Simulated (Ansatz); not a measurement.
**Which is lower?**

The two ends of one reaction step of AlSiNH$_{8}$O$_{2}$F, doublet (PBE0-D4/def2-TZVP).

A:

```
14
angstrom
Al -1.4511 0.6726 -0.3025
O -0.4271 -0.7071 0.0389
Si -0.3430 -2.3000 -0.3174
F -1.8707 0.7842 -1.9215
H 0.6852 1.8505 0.4344
N -0.0308 2.1061 -0.2613
H 0.9789 -0.1070 1.0706
O 1.6175 0.5559 1.3970
H 0.4920 -2.9727 0.7163
H -1.6923 -2.9276 -0.3197
H 0.2872 -2.5242 -1.6461
H -0.3924 3.0286 -0.0463
H 0.4120 2.1532 -1.1761
H 1.7349 0.3876 2.3336
```

B:

Al1  (-1.406, 0.786, -0.330)
O2  (-0.381, -0.679, 0.360)
Si3  (-0.345, -2.236, -0.281)
F4  (-1.593, 0.186, -1.889)
H5  (1.086, 1.365, 0.655)
N6  (-0.093, 2.113, -0.219)
H7  (0.493, -0.296, 0.783)
O8  (1.598, 0.595, 1.104)
H9  (0.296, -3.101, 0.739)
H10  (-1.749, -2.635, -0.509)
H11  (0.441, -2.266, -1.534)
H12  (-0.394, 2.977, 0.216)
H13  (0.303, 2.366, -1.120)
H14  (1.745, 0.826, 2.024)
(Å)

Computed with Ansatz 0.2.0 (basis: def2-TZVPP); correlated methods freeze the cores; orbitals are unrestricted. B3LYP uses VWN-RPA correlation.

(1) Which structure is lower at CCSD(T), and by how much? (To be estimated.)

The T1 diagnostic stays at or below 0.013. ⟨S²⟩ of the unrestricted Hartree–Fock references: 0.75 (a pure state has 0.75).

Results:

(1) Computed: A, by 92.0 kJ/mol (electronic energy, against the other). By their contacts, A is a complex of AlSiNH₆OF ([NH3][Al]([F])[O][SiH3]) + H₂O and B is a complex of AlSiNH₆OF ([NH2][Al]([F])[OH][SiH3]) + H₂O.

All methods give the same order:

| method | E(B) − E(A) (kJ/mol) |
| --- | --- |
| SPW92 | 52.9 |
| PBE-D4 | 73.7 |
| BLYP-D4 | 80.4 |
| r2SCAN-D4 | 82.1 |
| B97M-V | 97.6 |
| PBE0-D4 | 82.4 |
| B3LYP-D4 | 86.6 |
| r2SCAN0-D4 | 87.1 |
| BHLYP-D4 | 96.7 |
| CAM-B3LYP-D4 | 86.7 |
| wB97X-V | 89.4 |
| wB97M-V | 88.1 |
| B2PLYP | 91.1 |
| PBE-QIDH | 89.5 |
| RPA on PBE | 91.5 |
| HF | 123.3 |
| MP2 | 89.9 |
| CCSD | 97.2 |
| CCSD(T) | 92.0 |

Labels in which every atom is bracketed show which atoms are joined, not bond orders.

For scale, one of the runs: CCSD(T)/def2-TZVPP, 320 basis functions, launched by `ansatz run in.yaml --threads 4 --pin off --events-out ev --progress --plain --max-ram 66560MiB --backend cuda --devices 0, --max-vram 37GiB`. Hardware: 4 CPU threads of an AMD EPYC 7R13 and a share of one NVIDIA H100, shared host. Wall time 31 s; peak host memory 0.84 GiB.
